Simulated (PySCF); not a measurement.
A structure optimised at PBE-D3(BJ)/def2-SVP, used in a PySCF frequency run:

```xyz
11

Ge    -0.2587     0.4841    -0.0298
N     -1.9365    -0.2483     0.3213
C      1.1353    -0.8025    -0.5233
C      2.2022    -1.0520     0.2598
H     -0.4965     1.4979    -1.1816
H      0.2102     1.1914     1.2705
H     -1.8868    -1.0236     0.9943
H     -2.3797    -0.6198    -0.5282
H      1.0278    -1.3595    -1.4730
H      2.3553    -0.5230     1.2176
H      2.9772    -1.7899    -0.0143
```

Task: Write its SMILES and formula.

Result: C=[CH][GeH2][NH2], C2H7GeN

Task: What are its rotational constants (standard atomic weights)?

Result: 11.147, 2.7096, 2.4564 GHz
